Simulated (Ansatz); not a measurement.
Program: Ansatz. Geometries: PBE0-D4/def2-TZVP. ΔE: electronic, gas phase. CBS: MP2 limit from def2 TZ/QZ plus the TZ coupled-cluster correction, frozen cores. This one scheme is used for every species. DFT in def2-TZVPP. B3LYP here is the variant with VWN-RPA as its local correlation; programs differ in this.

Reaction (hydrogenolysis of the Si–C bond): `C#C[Si](C)(F)F` + H₂ → `C[SiH](F)F` + `C#C`

`C#C[Si](C)(F)F`:

Cartesian coordinates in Å:
```
C -2.321 1.197 0.277
C -1.150 0.949 0.135
Si 0.594 0.498 -0.075
C 0.881 -1.315 -0.100
F 1.421 1.168 1.101
F 1.114 1.155 -1.423
H -3.355 1.426 0.401
H 1.943 -1.534 -0.228
H 0.544 -1.767 0.835
H 0.330 -1.777 -0.922
```

H₂:

```xyz
2

H     0.080    0.310   -0.192
H    -0.080   -0.310    0.192
```

`C[SiH](F)F`:

Z-matrix (Å, degrees):
```
C
Si 1 1.840
H 1 1.092 2 110.7
H 1 1.093 2 110.6 3 -120.1
H 1 1.093 2 110.6 3 120.1
F 2 1.591 1 109.8 3 58.6
F 2 1.591 1 109.8 3 -58.5
H 2 1.477 1 114.8 3 -179.9
```

`C#C`:

```xyz
4

C     0.587   -0.052   -0.106
C    -0.587    0.052    0.106
H     1.630   -0.145   -0.295
H    -1.630    0.145    0.295
```

```tsv
level	ΔE (kJ/mol)	difference from CCSD(T)/CBS
LDA (SPW92)	24.4	0.2
revPBE-D4	33.1	8.9
r2SCAN-D4	30.3	6.1
PBE0-D4	24.3	0.1
r2SCANh-D4	28.6	4.4
B2PLYP	20.7	-3.5
PBE	21.6	-2.6
r2SCAN	28.6	4.4
B3LYP	15.3	-8.9
r2SCAN0	24.1	-0.1
BHLYP	12.9	-11.3
MP2/def2-SVP	21.5	-2.7
CCSD(T)/def2-SVP	14.8	-9.4
CCSD(T)/def2-TZVPP	23.8	-0.4
HF/def2-QZVPP	4.9	-19.3
MP2/def2-QZVPP	30.2	6.0
CCSD(T)/CBS	24.2	0
```

Largest T1 diagnostic among the species: 0.013.

Leaving LDA and LC-ωPBE aside and taking each functional with its dispersion term where it has one, the values, not all of them listed here, spread over 13.2 kJ/mol, from CAM-B3LYP-D4 to revPBE-D4. At CCSD(T), def2-SVP lies −9.4 kJ/mol from the extrapolated value and def2-TZVPP −0.4 kJ/mol. The D4 term adds +9.6 kJ/mol with B3LYP and +5.4 kJ/mol with PBE0; it sums over pairs of atoms, weighted by their polarisabilities, and B3LYP, whose exchange is more repulsive, gets the larger term.

CCSD(T)/CBS has its own doubt, a few kJ/mol and more with outer-core shells, so smaller differences from it don't rank the levels.
